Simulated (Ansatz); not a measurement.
The lowest singlet and triplet of C6H6 (SMILES c1ccccc1); geometries from B3LYP-D3(BJ)/def2-TZVP, each state relaxed from the structure named, with no frequency check.
Singlet (charge 0, multiplicity 1):
```xyz
12

C      1.2734     0.5575    -0.0340
C      1.1178    -0.8237    -0.0743
C     -0.1556    -1.3812    -0.0403
C     -1.2734    -0.5575     0.0340
C     -1.1178     0.8237     0.0743
C      0.1556     1.3812     0.0403
H      2.2648     0.9915    -0.0605
H      1.9881    -1.4650    -0.1322
H     -0.2767    -2.4565    -0.0717
H     -2.2648    -0.9915     0.0605
H     -1.9881     1.4650     0.1322
H      0.2767     2.4565     0.0717
```
Triplet (charge 0, multiplicity 3):
```xyz
12

C      1.27917     0.62059    -0.21870
C      1.13775    -0.83877    -0.01992
C     -0.21383    -1.40441    -0.22620
C     -1.27114    -0.60439     0.04944
C     -1.07436     0.79097     0.30786
C      0.20132     1.39276     0.05684
H      2.22702     1.05100    -0.51733
H      1.70173    -1.25769     0.81886
H     -0.34366    -2.43569    -0.53024
H     -2.28262    -0.99149     0.00059
H     -1.92820     1.41971     0.51873
H      0.27220     2.47369     0.01343
```

A positive gap puts the triplet lower; no zero-point energy. R- takes a restricted singlet. U- takes an unrestricted singlet (broken symmetry where lower, unprojected). The triplet is unrestricted in single-reference levels. Active spaces average the two states.

Cores are frozen in the correlated methods.

Run with Ansatz (a first-principles code). 

```
level                                   gap E(singlet) − E(triplet), adiabatic (kcal/mol)
--------------------------------------  -------------------------------------------------
R-HF/cc-pVTZ                                                                       -64.71
U-HF/cc-pVTZ (spin-contaminated)                                                   -66.25
R-SVWN5/def2-TZVPP                                                                 -94.35
U-wB97M-V/def2-TZVPP                                                               -91.51
R-MP2/cc-pVTZ                                                                           ?
U-MP2/cc-pVTZ (spin-contaminated)                                                  -94.33
SC-NEVPT2 on SA-CASSCF(6,6)/cc-pVDZ                                                -95.35
FIC-MRCISD+Q on SA-CASSCF(6,6)/cc-pVDZ                                                  ?
FIC-MRCISD+Q on SA-CASSCF(6,6)/cc-pVTZ                                             -90.05
```

Problem. Complete the blanks.

Solution. 
- R-MP2/cc-pVTZ, gap E(singlet) − E(triplet), adiabatic (kcal/mol): -112.61
- FIC-MRCISD+Q on SA-CASSCF(6,6)/cc-pVDZ, gap E(singlet) − E(triplet), adiabatic (kcal/mol): -88.12

Doubts at one or more of the structures used: a restricted determinant that unrestricted orbitals would lower (R-HF/cc-pVTZ, R-MP2/cc-pVTZ); a spin-contaminated determinant (R-HF/cc-pVTZ, R-MP2/cc-pVTZ).
